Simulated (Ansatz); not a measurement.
**Ligand exchange: AuBr + C2H8OSi → AuOH + C2H7BrSi**

Species: AuBr (bromogold), singlet; C2H8OSi `CC[SiH2]O`, singlet; AuOH `[OH][Au]`, singlet; C2H7BrSi `CC[SiH2]Br`, singlet. The partners trade Br for OH: Au–Br and Si–OH bonds give way to Au–OH and Si–Br.

Shapes, held fixed at every level: PBE0-D4/def2-TZVP. Flexible molecules stand in one conformer, not always the lowest. Programs: Ansatz 0.2.0. The zero-point and thermal change to 298 K, harmonic and unscaled (PBE0-D4/def2-TZVP), is -2.7 kJ/mol.

(1) Estimate ΔH(298 K) of this reaction.

Results:

(1) The highest level, CCSD(T)/def2-TZVPP, gives ΔH(298 K) = +154.5 kJ/mol; the levels span +143.5 to +154.5. The column of differences is taken from that level and isn't an error. No measured value is set beside it here. For atoms past krypton def2 sets carry core potentials with scalar relativity. Relativity is left out for Br. Outer-core shells of Au, Br are correlated, in sets that cover them unevenly.

```tsv
level	kind	ΔH(298 K) (kJ/mol)	less CCSD(T)/def2-TZVPP
r2SCAN-D4/def2-TZVPP	meta-GGA	+143.5	-11.0
PBE0-D4/def2-TZVPP	global hybrid	+152.9	-1.6
MP2/def2-SVP	perturbation theory	+147.5	-7.0
MP2/def2-TZVPP	perturbation theory	+151.7	-2.8
CCSD(T)/def2-SVP	coupled cluster or CI	+146.0	-8.5
CCSD/def2-SVP	coupled cluster or CI	+153.0	-1.5
CCSD(T)/def2-TZVPP	coupled cluster or CI	+154.5	0.0
```
